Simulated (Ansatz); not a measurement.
Ansatz (an electronic-structure program) input (HF/6-31G*):

Ansatz 0.2 input:
```yaml
crystal:
  periodic: [false, false, false]
  atoms:
    - {symbol: C, position_ang: [-1.89598987, -0.15814479, -0.08736025]}
    - {symbol: N, position_ang: [-0.62706473, -0.48928359, 0.65942495]}
    - {symbol: B, position_ang: [0.63663978, 0.08720871, -0.02438950]}
    - {symbol: O, position_ang: [0.93175449, 1.30932011, 0.39175331]}
    - {symbol: O, position_ang: [1.16301823, -0.74340529, -0.91142383]}
    - {symbol: H, position_ang: [-2.73240809, -0.58775836, 0.44092211]}
    - {symbol: H, position_ang: [-1.99229011, 0.91528600, -0.13188933]}
    - {symbol: H, position_ang: [-1.82421841, -0.57653915, -1.07897774]}
    - {symbol: H, position_ang: [-0.69628621, -0.12698422, 1.59954102]}
    - {symbol: H, position_ang: [-0.54239192, -1.49296890, 0.73234271]}
    - {symbol: H, position_ang: [1.67801101, 1.77402737, 0.03289214]}
    - {symbol: H, position_ang: [1.93359538, -0.49457095, -1.40733238]}
basis:
  gaussian:
    orbitals: 6-31G*
hamiltonian:
  xc: {name: HF}
total_charge: 1
phonons: {temperatures: {t_min: 298.15, t_max: 298.15, t_step: 100}}
```

Output:

```
Functional definition: HF
integrals: 0.04 GiB planned
998 factors; integrals over basis functions are off by at most 3.6e-4 eV
mean field: 0.24 GiB planned
mean field evaluation 1: about -7360.4843 eV, gradient 5.8e1 eV
mean field evaluation 2: about -7360.5583 eV, gradient 5.8e1 eV
mean field evaluation 4: about -7366.5828 eV, gradient 3.3e0 eV
mean field evaluation 8: about -7366.6230 eV, gradient 1.2e-4 eV
mean field -7366.62298308 eV, -270.7184013517 hartree, gradient 1.3e-5 eV, S^2 0.000000; 0 other end points of the search recorded, 0 dependent functions left out
the calculation of the forces begins
reference -7366.62298308 eV, -270.7184013517 hartree; 20, 20 occupied and 69, 69 virtual orbitals, 998 factors
these checks for a lower state are left out or cut short: stability, starts, cluster_reference, orbital_swaps, neighbouring_geometries, increment
integrals: 0.04 GiB planned
998 factors; integrals over basis functions are off by at most 3.6e-4 eV
mean field: 0.24 GiB planned
mean field evaluation 16: about -7366.6228 eV, gradient 2.1e-4 eV
mean field -7366.62278788 eV, -270.7183941784 hartree, gradient 2.7e-6 eV, S^2 0.000000; 0 other end points of the search recorded, 0 dependent functions left out
the calculation of the forces begins
reference -7366.62278788 eV, -270.7183941784 hartree; 20, 20 occupied and 69, 69 virtual orbitals, 998 factors
these checks for a lower state are left out or cut short: stability, starts, cluster_reference, orbital_swaps, neighbouring_geometries, increment
integrals: 0.04 GiB planned
998 factors; integrals over basis functions are off by at most 3.6e-4 eV
mean field: 0.24 GiB planned
mean field -7366.62278746 eV, -270.7183941627 hartree, gradient 2.9e-6 eV, S^2 0.000000; 0 other end points of the search recorded, 0 dependent functions left out
the calculation of the forces begins
reference -7366.62278746 eV, -270.7183941627 hartree; 20, 20 occupied and 69, 69 virtual orbitals, 998 factors
these checks for a lower state are left out or cut short: stability, starts, cluster_reference, orbital_swaps, neighbouring_geometries, increment
integrals: 0.04 GiB planned
998 factors; integrals over basis functions are off by at most 3.6e-4 eV
mean field: 0.24 GiB planned
mean field evaluation 32: about -7366.6228 eV, gradient 3.0e-6 eV
mean field -7366.62279298 eV, -270.7183943659 hartree, gradient 3.0e-6 eV, S^2 0.000000; 0 other end points of the search recorded, 0 dependent functions left out
the calculation of the forces begins
reference -7366.62279298 eV, -270.7183943659 hartree; 20, 20 occupied and 69, 69 virtual orbitals, 998 factors
these checks for a lower state are left out or cut short: stability, starts, cluster_reference, orbital_swaps, neighbouring_geometries, increment
integrals: 0.04 GiB planned
998 factors; integrals over basis functions are off by at most 3.6e-4 eV
mean field: 0.24 GiB planned
mean field -7366.62279098 eV, -270.7183942923 hartree, gradient 2.8e-6 eV, S^2 0.000000; 0 other end points of the search recorded, 0 dependent functions left out
the calculation of the forces begins
reference -7366.62279098 eV, -270.7183942923 hartree; 20, 20 occupied and 69, 69 virtual orbitals, 998 factors
these checks for a lower state are left out or cut short: stability, starts, cluster_reference, orbital_swaps, neighbouring_geometries, increment
integrals: 0.04 GiB planned
998 factors; integrals over basis functions are off by at most 3.6e-4 eV
mean field: 0.24 GiB planned
mean field -7366.62277234 eV, -270.7183936073 hartree, gradient 1.3e-6 eV, S^2 0.000000; 0 other end points of the search recorded, 0 dependent functions left out
the calculation of the forces begins
reference -7366.62277234 eV, -270.7183936073 hartree; 20, 20 occupied and 69, 69 virtual orbitals, 998 factors
these checks for a lower state are left out or cut short: stability, starts, cluster_reference, orbital_swaps, neighbouring_geometries, increment
integrals: 0.04 GiB planned
998 factors; integrals over basis functions are off by at most 3.6e-4 eV
mean field: 0.24 GiB planned
mean field -7366.62277696 eV, -270.7183937770 hartree, gradient 1.4e-6 eV, S^2 0.000000; 0 other end points of the search recorded, 0 dependent functions left out
the calculation of the forces begins
reference -7366.62277696 eV, -270.7183937770 hartree; 20, 20 occupied and 69, 69 virtual orbitals, 998 factors
these checks for a lower state are left out or cut short: stability, starts, cluster_reference, orbital_swaps, neighbouring_geometries, increment
integrals: 0.04 GiB planned
998 factors; integrals over basis functions are off by at most 3.6e-4 eV
mean field: 0.24 GiB planned
mean field -7366.62277553 eV, -270.7183937246 hartree, gradient 1.5e-6 eV, S^2 0.000000; 0 other end points of the search recorded, 0 dependent functions left out
[...]
998 factors; integrals over basis functions are off by at most 3.6e-4 eV
mean field: 0.24 GiB planned
mean field evaluation 192: about -7366.6230 eV, gradient 8.1e-5 eV
mean field -7366.62296169 eV, -270.7184005659 hartree, gradient 1.3e-6 eV, S^2 0.000000; 0 other end points of the search recorded, 0 dependent functions left out
the calculation of the forces begins
reference -7366.62296169 eV, -270.7184005659 hartree; 20, 20 occupied and 69, 69 virtual orbitals, 998 factors
these checks for a lower state are left out or cut short: stability, starts, cluster_reference, orbital_swaps, neighbouring_geometries, increment
integrals: 0.04 GiB planned
998 factors; integrals over basis functions are off by at most 3.6e-4 eV
mean field: 0.24 GiB planned
mean field -7366.62296141 eV, -270.7184005554 hartree, gradient 1.2e-6 eV, S^2 0.000000; 0 other end points of the search recorded, 0 dependent functions left out
the calculation of the forces begins
reference -7366.62296141 eV, -270.7184005554 hartree; 20, 20 occupied and 69, 69 virtual orbitals, 998 factors
these checks for a lower state are left out or cut short: stability, starts, cluster_reference, orbital_swaps, neighbouring_geometries, increment
integrals: 0.04 GiB planned
998 factors; integrals over basis functions are off by at most 3.6e-4 eV
mean field: 0.24 GiB planned
mean field -7366.62294504 eV, -270.7183999537 hartree, gradient 1.6e-6 eV, S^2 0.000000; 0 other end points of the search recorded, 0 dependent functions left out
the calculation of the forces begins
reference -7366.62294504 eV, -270.7183999537 hartree; 20, 20 occupied and 69, 69 virtual orbitals, 998 factors
these checks for a lower state are left out or cut short: stability, starts, cluster_reference, orbital_swaps, neighbouring_geometries, increment
integrals: 0.04 GiB planned
998 factors; integrals over basis functions are off by at most 3.6e-4 eV
mean field: 0.24 GiB planned
mean field -7366.62294526 eV, -270.7183999618 hartree, gradient 1.6e-6 eV, S^2 0.000000; 0 other end points of the search recorded, 0 dependent functions left out
the calculation of the forces begins
reference -7366.62294526 eV, -270.7183999618 hartree; 20, 20 occupied and 69, 69 virtual orbitals, 998 factors
these checks for a lower state are left out or cut short: stability, starts, cluster_reference, orbital_swaps, neighbouring_geometries, increment
integrals: 0.04 GiB planned
998 factors; integrals over basis functions are off by at most 3.6e-4 eV
mean field: 0.24 GiB planned
mean field -7366.62285237 eV, -270.7183965482 hartree, gradient 2.2e-6 eV, S^2 0.000000; 0 other end points of the search recorded, 0 dependent functions left out
the calculation of the forces begins
reference -7366.62285237 eV, -270.7183965482 hartree; 20, 20 occupied and 69, 69 virtual orbitals, 998 factors
these checks for a lower state are left out or cut short: stability, starts, cluster_reference, orbital_swaps, neighbouring_geometries, increment
integrals: 0.04 GiB planned
998 factors; integrals over basis functions are off by at most 3.6e-4 eV
mean field: 0.24 GiB planned
mean field evaluation 224: about -7366.6229 eV, gradient 2.4e-6 eV
mean field -7366.62285303 eV, -270.7183965726 hartree, gradient 2.4e-6 eV, S^2 0.000000; 0 other end points of the search recorded, 0 dependent functions left out
the calculation of the forces begins
reference -7366.62285303 eV, -270.7183965726 hartree; 20, 20 occupied and 69, 69 virtual orbitals, 998 factors
these checks for a lower state are left out or cut short: stability, starts, cluster_reference, orbital_swaps, neighbouring_geometries, increment
integrals: 0.04 GiB planned
998 factors; integrals over basis functions are off by at most 3.6e-4 eV
mean field: 0.24 GiB planned
mean field -7366.62286974 eV, -270.7183971867 hartree, gradient 1.2e-6 eV, S^2 0.000000; 0 other end points of the search recorded, 0 dependent functions left out
the calculation of the forces begins
reference -7366.62286974 eV, -270.7183971867 hartree; 20, 20 occupied and 69, 69 virtual orbitals, 998 factors
these checks for a lower state are left out or cut short: stability, starts, cluster_reference, orbital_swaps, neighbouring_geometries, increment
integrals: 0.04 GiB planned
998 factors; integrals over basis functions are off by at most 3.6e-4 eV
mean field: 0.24 GiB planned
mean field -7366.62286881 eV, -270.7183971525 hartree, gradient 1.4e-6 eV, S^2 0.000000; 0 other end points of the search recorded, 0 dependent functions left out
the calculation of the forces begins
reference -7366.62286881 eV, -270.7183971525 hartree; 20, 20 occupied and 69, 69 virtual orbitals, 998 factors
these checks for a lower state are left out or cut short: stability, starts, cluster_reference, orbital_swaps, neighbouring_geometries, increment
integrals: 0.04 GiB planned
998 factors; integrals over basis functions are off by at most 3.6e-4 eV
mean field: 0.24 GiB planned
mean field -7366.62292976 eV, -270.7183993924 hartree, gradient 2.6e-6 eV, S^2 0.000000; 0 other end points of the search recorded, 0 dependent functions left out
the calculation of the forces begins
reference -7366.62292976 eV, -270.7183993924 hartree; 20, 20 occupied and 69, 69 virtual orbitals, 998 factors
these checks for a lower state are left out or cut short: stability, starts, cluster_reference, orbital_swaps, neighbouring_geometries, increment
integrals: 0.04 GiB planned
998 factors; integrals over basis functions are off by at most 3.6e-4 eV
mean field: 0.24 GiB planned
mean field -7366.62292980 eV, -270.7183993938 hartree, gradient 2.8e-6 eV, S^2 0.000000; 0 other end points of the search recorded, 0 dependent functions left out
the calculation of the forces begins
reference -7366.62292980 eV, -270.7183993938 hartree; 20, 20 occupied and 69, 69 virtual orbitals, 998 factors
these checks for a lower state are left out or cut short: stability, starts, cluster_reference, orbital_swaps, neighbouring_geometries, increment
integrals: 0.04 GiB planned
998 factors; integrals over basis functions are off by at most 3.6e-4 eV
mean field: 0.24 GiB planned
mean field -7366.62295279 eV, -270.7184002388 hartree, gradient 2.5e-6 eV, S^2 0.000000; 0 other end points of the search recorded, 0 dependent functions left out
the calculation of the forces begins
reference -7366.62295279 eV, -270.7184002388 hartree; 20, 20 occupied and 69, 69 virtual orbitals, 998 factors
these checks for a lower state are left out or cut short: stability, starts, cluster_reference, orbital_swaps, neighbouring_geometries, increment
integrals: 0.04 GiB planned
998 factors; integrals over basis functions are off by at most 3.6e-4 eV
mean field: 0.24 GiB planned
mean field evaluation 256: about -7366.6229 eV, gradient 9.6e-2 eV
mean field -7366.62295274 eV, -270.7184002370 hartree, gradient 2.4e-6 eV, S^2 0.000000; 0 other end points of the search recorded, 0 dependent functions left out
the calculation of the forces begins
reference -7366.62295274 eV, -270.7184002370 hartree; 20, 20 occupied and 69, 69 virtual orbitals, 998 factors
Total energy: -7366.62298308 eV, -270.7184013517 hartree
Atom 0 at    -1.895990    -0.158145    -0.087360 Å, force     0.000603     0.000076    -0.000012 eV/Å
Atom 1 at    -0.627065    -0.489284     0.659425 Å, force    -0.000823    -0.000572     0.000755 eV/Å
Atom 2 at     0.636640     0.087209    -0.024390 Å, force    -0.000028     0.000023    -0.000042 eV/Å
Atom 3 at     0.931754     1.309320     0.391753 Å, force     0.000066     0.000340     0.000069 eV/Å
Atom 4 at     1.163018    -0.743405    -0.911424 Å, force     0.000126    -0.000191    -0.000269 eV/Å
Atom 5 at    -2.732408    -0.587758     0.440922 Å, force     0.000080     0.000020    -0.000017 eV/Å
Atom 6 at    -1.992290     0.915286    -0.131889 Å, force    -0.000083     0.000033     0.000066 eV/Å
Atom 7 at    -1.824218    -0.576539    -1.078978 Å, force    -0.000070    -0.000086    -0.000010 eV/Å
Atom 8 at    -0.696286    -0.126984     1.599541 Å, force     0.000048    -0.000028    -0.000372 eV/Å
Atom 9 at    -0.542392    -1.492969     0.732343 Å, force     0.000006     0.000352    -0.000130 eV/Å
Atom 10 at     1.678011     1.774027     0.032892 Å, force     0.000038     0.000004    -0.000027 eV/Å
Atom 11 at     1.933595    -0.494571    -1.407332 Å, force     0.000036     0.000029    -0.000011 eV/Å
Dipole moment:    -0.033821    -0.082673     0.124221 e Å
Vibrations: 36.73 214.76 225.58 391.22 466.69 524.98 611.64 702.00 802.70 894.68 967.82 1007.79 1065.36 1189.41 1228.41 1373.37 1455.21 1517.97 1599.18 1640.10 1640.74 1706.28 1804.55 3269.09 3376.14 3377.96 3663.73 3731.99 4093.66 4105.78 cm⁻¹, zero-point energy 3.018119 eV
```

The blocks after the first are displaced geometries, from whose forces the wavenumbers follow.

The dipole moment of an ion depends on the origin.
